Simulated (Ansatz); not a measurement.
Reaction (hydrogenolysis of the Si–O bond): `N[SiH2][SiH](N)O` + H₂ → `N[SiH2][SiH2]N` + H₂O

Gas-phase electronic energies from Ansatz, PBE0-D4/def2-TZVP geometries. CCSD(T)/CBS adds triple-zeta CCSD(T) − MP2 to the extrapolated MP2 energy (def2 sets, frozen cores). This one scheme is used for every species. DFT in def2-TZVPP. Each species was taken in one conformer, which may not be the lowest.

| level | ΔE (kJ/mol) |
| --- | --- |
| PBE-D4 | 79.5 |
| B2PLYP | 82.7 |
| BLYP | 79.7 |
| MP2/def2-SVP | 72.1 |
| CCSD(T)/def2-SVP | 64.9 |
| MP2/def2-TZVPP | 86.3 |
| SCS-MP2/def2-TZVPP | 83.2 |
| CCSD(T)/def2-TZVPP | 80.2 |

(1) What does CCSD(T)/CBS give? (Estimate.)

Largest T1 diagnostic among the species: 0.012.

Answers

(1) Computed: +81.4 kJ/mol. The listed levels differ from it by -1.9, 1.3, -1.7, -9.3, -16.5, 4.9, 1.8, -1.2 kJ/mol.

At CCSD(T), def2-SVP lies −16.5 kJ/mol from the extrapolated value and def2-TZVPP −1.1 kJ/mol. From r2SCAN to r2SCAN0 (25 % exact exchange), in def2-TZVPP and without D4, ΔE moves by −3.8 kJ/mol.
